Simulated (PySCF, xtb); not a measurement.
FH2O3Ta, SMILES [O]=[Ta]([OH])([OH])[F], multiplicity 1.

GFN2-xTB run with xtb at its own geometry gives an orbital gap of 4.97 eV and a dipole moment of 5.18 D.

Coordinates come from a B3LYP-D3(BJ)/def2-SVP optimisation. The multiplicity is an assumed one; no other spin state was optimised. The structure was generated by enumeration; whether it is a known compound was not checked. The def2 effective core potentials stand for the cores of Ta; spin–orbit coupling is left out. Other conformers were not sampled.

What does HF/def2-TZVP in PySCF give? (Estimate from the structure and the level; the computed values follow.)

gap 15.10 eV (levels -13.29 and 1.81 eV), dipole 2.69 D.
